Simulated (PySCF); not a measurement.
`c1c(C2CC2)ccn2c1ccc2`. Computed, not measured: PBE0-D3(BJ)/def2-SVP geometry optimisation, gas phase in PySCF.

```
atom  x, y, z in Å
C1     3.9271    0.5209    0.6416
C2     2.7351    1.2437    0.8509
C3     1.6866    0.4555    0.3792
C4     0.2825    0.6089    0.3059
C5    -0.5172   -0.3749   -0.2291
C6    -1.9949   -0.2557   -0.3321
C7    -2.6505    1.0573   -0.6818
C8    -2.7968    0.5014    0.6947
C9     0.1177   -1.5635   -0.7117
C10    1.4683   -1.7205   -0.6445
N11    2.2513   -0.7341   -0.1102
C12    3.6107   -0.6905    0.0509
H13    4.9344    0.8466    0.8962
H14    2.6304    2.2309    1.2949
H15   -0.1407    1.5395    0.6915
H16   -2.4754   -1.1480   -0.7438
H17   -1.9863    1.9138   -0.8290
H18   -3.5148    1.0378   -1.3512
H19   -2.2395    0.9728    1.5093
H20   -3.7640    0.0889    0.9940
H21   -0.4834   -2.3658   -1.1429
H22    1.9894   -2.6105   -1.0001
H23    4.2378   -1.5202   -0.2659
```

(1) What is the repulsion energy of the bare nuclei, Σ ZA·ZB/RAB?

(2) What is the longest distance between nuclei?

(3) Give the dihedral angles C12–C1–C2–C3, C3–N11–C12–C1, H22–C10–N11–C3, H16–C6–C7–H18, C4–C5–C9–C10.

(4) Work out the bond lengths C1–H13, C3–N11, C5–C6, C5–C9, C6–H16, C8–H19, C8–H20 in Å.

(5) Where is the centre of mass (commonest isotopes), and what is the radius of gyration?

(6) How far apart are these pairs, which share no bond: C2···C4, C2···C10, C5···H14, C5···H17, C5···H21, C10···H21, H18···H22?

(7) How far are the heavy atoms from their best plane (unweighted least squares)?

(8) What are the angles C1–C2–C3, C2–C3–C4, C8–C7–H18, C7–C8–H19, H19–C8–H20?

Results:

(1) 641.70 Eh over 253 pairs, with full nuclear charges and distances in bohr; the largest single term is 16.25 Eh (C10 with N11, or a pair equal to it).

(2) H13···H18, 8.75 Å; the next longest distance is 8.73 Å.

(3) C12–C1–C2–C3 0° (synperiplanar); C3–N11–C12–C1 0° (synperiplanar); H22–C10–N11–C3 180° (antiperiplanar); H16–C6–C7–H18 -3° (synperiplanar); C4–C5–C9–C10 0° (synperiplanar). Dihedral signs follow IUPAC: positive where, seen along the central bond, the front bond turns clockwise onto the rear one.

(4) For C1–H13 the difference vector is (1.0073, 0.3257, 0.2546) Å, of length 1.0888 Å. C1–H13 1.089; C3–N11 1.405; C5–C6 1.486; C5–C9 1.431; C6–H16 1.094; C8–H19 1.094; C8–H20 1.093 Å.

(5) Mass 157.089 u; centre at (0.644, -0.076, 0.015) Å; Rg = √(Σ m r²/M) = 2.562 Å. As Ia + Ib + Ic = 2 Σ m r², the three principal moments sum to 2061.8 u·Å².

(6) C2···C4 2.591 Å (2 bonds apart); C2···C10 3.554 Å (3 bonds apart); C5···H14 4.361 Å (4 bonds apart); C5···H17 2.785 Å (3 bonds apart); C5···H21 2.191 Å (2 bonds apart); C10···H21 2.115 Å (2 bonds apart); H18···H22 6.613 Å (6 bonds apart).

(7) 0.305 Å rms; C1 0.01, C2 0.00, C3 0.00, C4 0.02, C5 0.02, C6 0.02, C7 0.77, C8 0.72, C9 0.01, C10 0.00, N11 0.00, C12 0.01 Å (magnitudes).

(8) From the scalar product of the two bond vectors; for C1–C2–C3 it is -0.5814 Å² over 1.4096 × 1.3940 Å², cos θ = -0.2959. C1–C2–C3 107.2°; C2–C3–C4 134.7°; C8–C7–H18 118.7°; C7–C8–H19 118.5°; H19–C8–H20 114.2°.

Whether it is a minimum is left open (no frequencies). One conformer, not necessarily the lowest.

Cost: about 4 min of CPU time on one thread; the machine was shared, so the figure is rough. That covers the optimisation of the geometry.
